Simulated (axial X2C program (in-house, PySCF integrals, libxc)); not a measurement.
Nuclear properties of PbH⁺

Computed with an in-house all-electron X2C program for linear molecules (integrals from PySCF): two-component X2C with atomic mean-field Coulomb and Gaunt terms, Gaussian nuclei, basis Pb dyall-cv3z, H dyall-v3z with contracted cores.

R = 1.812 Å (near the PBE0 minimum at charge 1 of the determinant lowest at the starting distance; the state shown can have its own minimum elsewhere).

Input and command:
```json
{"zs": [82, 1], "q": 1, "bas": ["dyall-cv3z", "dyall-v3z"], "r0": 1.76, "levels": ["PBE0", "HF", "BP86", "B3LYP", "LDA"], "nst": 3}
```
```bash
python soeom.py task.json out
```

Keys: zs atomic numbers; q charge; bas basis sets; r0 starting distance in Å; levels methods; nst determinants followed.

Determinant lowest in the PBE0 search, Ω = 0 (closed shell), highest spinor 52% Pb p, 35% H s, 10% Pb s:

```tsv
level	qzz Pb (a.u.)	qzz H (a.u.)
PBE0	-23.18	0.07
HF	-24.40	0.07
BP86	-22.44	0.07
B3LYP	-22.60	0.07
LDA	-22.61	0.07
```

qzz is the electric field gradient, eQq0 = 234.96 MHz × Q/barn × qzz. The operators were transformed with the bare-nucleus X2C matrices; with these basis sets, hyperfine constants and field gradients can be off by tens of per cent, and where levels differ in sign neither size nor sign is settled.

Each state is one determinant with collinear spin. The search compared states at one distance, so a state with another bond length can lie lower. Further determinants of the search, some of them spin-mixed, are not shown.
